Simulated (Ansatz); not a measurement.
One geometry of the cluster K3I2⁺, several levels of theory.

```yaml
crystal:
  periodic: [false, false, false]
  atoms:
    - {symbol: K, position_ang: [-1.731709, -1.911913, 0.521018]}
    - {symbol: K, position_ang: [-0.554261, 2.057408, -1.537003]}
    - {symbol: K, position_ang: [4.235600, -0.276852, 1.869745]}
    - {symbol: I, position_ang: [-3.213452, 0.227342, -1.394540]}
    - {symbol: I, position_ang: [1.263823, -0.095985, 0.540781]}
basis:
  gaussian: {orbitals: STO-3G}
total_charge: 1
hamiltonian: {xc: hf}
scf: {omitted_lower_state_checks: [starts]}
output: {orbitals: {seedname: orbitals}}
```

The file start.molden holds the orbitals of an earlier run on this structure, at another level or in another basis.

```sh
$ ansatz run in.yaml --threads 4 --pin off --events-out ev --progress --plain --max-ram 4787MiB
```

Shortened log:

```
Functional definition: HF
1053 factors; integrals over basis functions are off by at most 1.9e-4 eV
mean field evaluation 1: about -421255.5450 eV, gradient 1.3e1 eV
mean field evaluation 2: about -421255.5845 eV, gradient 1.3e1 eV
mean field evaluation 4: about -421256.9095 eV, gradient 4.1e-1 eV
mean field evaluation 8: about -421256.9116 eV, gradient 7.5e-5 eV
mean field -421256.91157310 eV, -15480.9059621214 hartree, gradient 1.5e-5 eV, S^2 0.000000; 0 other end points of the search recorded, 0 dependent functions left out
reference -421256.91157310 eV, -15480.9059621214 hartree; 81, 81 occupied and 12, 12 virtual orbitals, 1053 factors
Total energy: -421256.91157310 eV, -15480.9059621214 hartree
Checks for a lower state left out: starts
```

It took 2.3 s on 4 threads of Intel Xeon on a shared host.

As the first input, with `gaussian: {orbitals: def2-TZVP, initial_orbitals: start.molden}`, `hamiltonian: {xc: {name: B3LYP}, dispersion: d4}` (abridged; 11 s):

```
Functional definition: B3LYP
mean field -65185.22329560 eV, -2395.5127719821 hartree, gradient 1.2e-5 eV, S^2 0.000000
Total energy: -65185.48238115 eV, -2395.5222932004 hartree
Checks for a lower state left out: starts
```

As the first input, with `gaussian: {orbitals: def2-SVP, initial_orbitals: start.molden}`, `correlation: {method: ccsd_t}` and without the key `hamiltonian` (abridged; 30 s):

```
Functional definition: HF
mean field -65053.79946949 eV, -2390.6830354548 hartree, gradient 2.7e-6 eV, S^2 0.000000
23 core orbitals not correlated: weight in the atoms' cores, before any rotation towards them, 1.000 or more for the frozen orbitals, at most 0.000 for the correlated occupied ones
second order -10.43245730 eV of doubles, -0.00000000 eV of singles
cycle   1  -10.98937126 eV  change   -5.6e-1 eV  update   5.0e-2
cycle   2  -11.12495578 eV  change   -1.4e-1 eV  update   1.4e-2
cycle   3  -11.13580003 eV  change   -1.1e-2 eV  update   5.3e-3
cycle   4  -11.13339953 eV  change    2.4e-3 eV  update   1.7e-3
cycle   5  -11.13288180 eV  change    5.2e-4 eV  update   6.3e-4
cycle   6  -11.13292654 eV  change   -4.5e-5 eV  update   2.2e-4
cycle   7  -11.13294887 eV  change   -2.2e-5 eV  update   6.5e-5
perturbative correction -0.13895490 eV, -0.0051064982 hartree
Total energy: -65065.07137326 eV, -2391.0972702778 hartree
Checks for a lower state left out: starts
```

As the first input, with `gaussian: {orbitals: def2-TZVP, initial_orbitals: start.molden}`, `hamiltonian: {xc: pbe, dispersion: d4}`, `output: {forces: true, orbitals: {seedname: orbitals}}` (abridged; 8.1 s):

```
Functional definition: PBE
mean field -65160.18695877 eV, -2394.5927035737 hartree, gradient 7.2e-6 eV, S^2 0.000000
Total energy: -65160.34198296 eV, -2394.5984006077 hartree
Atom 0 force    -0.007784     0.029171    -0.021010 eV/Å
Atom 1 force    -0.024920    -0.025941     0.007248 eV/Å
Atom 2 force    -0.041578     0.001953    -0.018777 eV/Å
Atom 3 force     0.042830    -0.003631     0.017906 eV/Å
Atom 4 force     0.031452    -0.001552     0.014633 eV/Å
Dipole moment:     3.456051    -0.232380     1.515349 e Å
Checks for a lower state left out: starts
```

First input, but with `gaussian: {orbitals: def2-TZVP, initial_orbitals: start.molden}`, `hamiltonian: {xc: r2scan, dispersion: d4}` (abridged; 13 s):

```
Functional definition: r2SCAN
mean field -65182.48054012 eV, -2395.4119775773 hartree, gradient 6.5e-5 eV, S^2 0.000000
Total energy: -65182.51205396 eV, -2395.4131356896 hartree
Checks for a lower state left out: starts
```

First input, but with `gaussian: {orbitals: def2-SVP, initial_orbitals: start.molden}`, `hamiltonian: {xc: pbe, dispersion: d4}` (abridged; 2.9 s):

```
Functional definition: PBE
mean field -65153.30343960 eV, -2394.3397389101 hartree, gradient 1.0e-5 eV, S^2 0.000000
Total energy: -65153.45856429 eV, -2394.3454396373 hartree
Checks for a lower state left out: starts
```

First input, but with `gaussian: {orbitals: def2-SVP, initial_orbitals: start.molden}`, `hamiltonian: {xc: pbe0, dispersion: d4}` (abridged; 5.5 s):

```
Functional definition: PBE0
mean field -65159.06760637 eV, -2394.5515681316 hartree, gradient 2.1e-5 eV, S^2 0.000000
Total energy: -65159.20671791 eV, -2394.5566803867 hartree
Checks for a lower state left out: starts
```

Geometry: r2SCAN-D4/def2-SVP.

In the def2 sets I takes a core potential, while STO-3G treats all electrons; there is no spin–orbit coupling. B3LYP takes the VWN-RPA correlation. Correlated methods freeze 23 core orbitals; core or outer-core shells of K, I are correlated, in sets that lack core-valence functions. Another isomer (singlet) lies 0.25 eV lower at PBE0-D4/def2-TZVP; other spin states weren't run for this one.
